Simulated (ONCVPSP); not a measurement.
# What one change does to a pseudopotential (K (Z = 19), ONCV)

K (Z = 19), optimised norm-conserving Vanderbilt (ONCV), made with ONCVPSP 4.0.1 (PBEsol, scalar-relativistic). Core [Ne], reference 3s2 3p6 4s1. Waves: 3s+4s: rc 1.70 bohr, ncon 4, nbas 9, qcut 7 1/bohr, 2 projectors; 3p: rc 1.60 bohr, ncon 4, nbas 7, qcut 9.5 1/bohr, 2 projectors, debl 2.1 Ha; d scattering state at 0.41 Ha: rc 1.40 bohr, ncon 4, nbas 7, qcut 6.3 1/bohr, local. Local part: the d channel. Core correction: polynomial model core, fcfact 0.45.

Change: d: nproj 1; local potential polynomial inside 1.40 bohr (lpopt 2, dvloc0 0 Ha).

Cutoffs: the cutoffs (Ha) at which the residual kinetic energy of the hardest occupied pseudo-wave falls to 1 and 0.1 mHa per electron; they do not see the model core or the augmentation charge, which bear on the density cutoff. Errors are all-electron minus pseudo energies relative to the spin-unpolarised reference configuration.

Predict the effect on cutoff, ghosts and configuration errors.

The potential gets neither clearly harder nor softer (16 Ha and 25 Ha → 16 Ha and 25 Ha); the bound ghost in s disappears; the errors of the 4 common tests hardly move; the range in which the p phases agree widens (upper end 3.3 → at the end of the scan). In the separable form a ghost depends on how the local part lies against the semilocal potential of the channel, so the choice of the local part can create or remove one.

| quantity | base | changed |
| --- | --- | --- |
| cutoff, loose | 16 Ha | 16 Ha |
| cutoff, tight | 25 Ha | 25 Ha |
| bound ghosts | s | none |
| GHOST(+) flags under 300 eV | p at 176.4 eV | none |
| error for 3s2 3p6 4s0, meV [ΔE 4.22 eV] | -0.1 | -0.1 |
| error for 3s2 3p6 4s0.5, meV [ΔE 1.62 eV] | 0.0 | 0.0 |
| error for 3s2 3p6 4s0 4p1, meV [ΔE 1.52 eV] | +0.1 | 0.0 |
| error for 3s2 3p5 4s1, meV [ΔE 24.90 eV] | +3.8 | +4.1 |
| s: phases at 1.73 bohr within 0.05 rad from the reference energy up to (Ha; the scan ends near 5) | to the end of the scan | to the end of the scan |
| p: phases at 1.63 bohr within 0.05 rad from the reference energy up to (Ha; the scan ends near 5) | 3.3 | to the end of the scan |
| d: phases at 1.42 bohr within 0.05 rad from the reference energy up to (Ha; the scan ends near 5) | 2.7 | 3.1 |
| rms error of d²Exc/dni dnj with the model core, mHa | 0.43 | 0.43 |

Base: The cutoffs count occupied waves only; projector 1 of the d channel, the hardest unoccupied one, needs 65 Ha at the loose tolerance. Changed file: The cutoffs count occupied waves only; projector 1 of the d channel, the hardest unoccupied one, needs 65 Ha at the loose tolerance. A true bound ghost makes a file unfit for plane-wave use even where its test errors are small: the radial tests pick states by their node count and pass the ghost by.
